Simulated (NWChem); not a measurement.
System meant: CAgIO; SMILES [O+]#[C-]->[Ag][I]

Here is an NWChem input.

```
start job
memory heap 200 mb stack 900 mb global 1100 mb
geometry units angstroms noautoz
  Ag    -0.007748    -0.832723     0.000000
  I      0.018459     1.729012     0.000000
  O     -0.056100    -3.997273     0.000000
  C     -0.036082    -2.871040     0.000000
end
basis spherical
  * library def2-svp
end
ecp
  Ag library def2-ecp
  I library def2-ecp
end
dft
  xc b3lyp
  iterations 4
  mulliken
end
task dft energy
```

End of the output:

```
    Atom       Charge   Shell Charges
 -----------   ------   -------------------------------------------------------
    1 Ag  19    19.37   0.00  0.95  1.00  0.52  0.27  5.62  0.68  0.40  8.50  1.42  0.00
    2 I   25    24.95   1.25  0.73  1.03  0.76  2.77  3.18  2.45  2.76  9.48  0.55
    3 O    8     7.86   1.98  0.93  0.61  2.65  1.66  0.04
    4 C    6     5.82   1.97  0.76  0.47  1.61  0.85  0.16

 center of mass
 --------------
 x =   0.00008034 y =   0.17638276 z =   0.00000000

 moments of inertia (a.u.)
 ------------------
        2871.790172943447           0.000000000000           0.000000000000
           0.000000000000           0.007596599101           0.000000000000
           0.000000000000           0.000000000000        2871.797769542548

     Multipole analysis of the density
     ---------------------------------

     L   x y z        total         alpha         beta         nuclear
     -   - - -        -----         -----         ----         -------
     0   0 0 0     -0.000000    -29.000000    -29.000000     58.000000

     1   1 0 0      0.001451      0.044427      0.044427     -0.087402
     1   0 1 0     -1.685512     21.342236     21.342236    -44.369984
     1   0 0 1      0.000000      0.000000      0.000000      0.000000

     2   2 0 0    -42.857971    -21.430245    -21.430245      0.002518
     2   1 1 0     -0.006570     -0.309030     -0.309030      0.611491
     2   1 0 1      0.000000      0.000000      0.000000      0.000000
     2   0 2 0    -38.350836   -495.100754   -495.100754    951.850672
     2   0 1 1     -0.000000     -0.000000     -0.000000      0.000000
     2   0 0 2    -42.857963    -21.428982    -21.428982      0.000000

 ------------------------------------------------------------------------
 dft energy failed                                                                                  0
 ------------------------------------------------------------------------
 ------------------------------------------------------------------------
  current input line :
    21: task dft energy
 ------------------------------------------------------------------------
 ------------------------------------------------------------------------
 This type of error is most commonly associated with calculations not reaching convergence criteria
 ------------------------------------------------------------------------
 For more information see the NWChem manual at https://nwchemgit.github.io

0:dft energy failed:Received an Error in Communication
```

Question: Find the fault in this run and fix the input.

Answer: The run did not converge; its last values are not results. Cause: the SCF was allowed too few iterations. This input runs:
```
start job
memory heap 200 mb stack 900 mb global 1100 mb
geometry units angstroms noautoz
  Ag    -0.007748    -0.832723     0.000000
  I      0.018459     1.729012     0.000000
  O     -0.056100    -3.997273     0.000000
  C     -0.036082    -2.871040     0.000000
end
basis spherical
  * library def2-svp
end
ecp
  Ag library def2-ecp
  I library def2-ecp
end
dft
  xc b3lyp
  iterations 150
  mulliken
end
task dft energy
```
It converges to -558.10764 Ha (B3LYP/def2-SVP with def2 effective core potentials on Ag, I).
